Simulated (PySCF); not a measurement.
Electron correlation in Sn⁺ (tin, charge +1)

[Kr] 4d10 5s2 5p1, 2P determinant. Computed with PySCF 2.14 in aug-cc-pwCVTZ-DK3 (10s9p7d4f1g, 109 functions), with the spin-free X2C one-electron Hamiltonian (Gaussian nucleus). Frozen: [Kr] 4d10; 3 electrons correlated.

MP2 pair energies summed by pair of shells (mhartree):

```csv
pair,energy,share (%)
5s-5s,-18.87,56.5
5s-5p,-14.51,43.5
```

Total MP2 correlation energy: -33.38 mhartree.

Same-spin part -2.26 and opposite-spin part -31.12 mhartree; SCS-MP2 scales them by 1/3 and 6/5 to -38.09 mhartree.
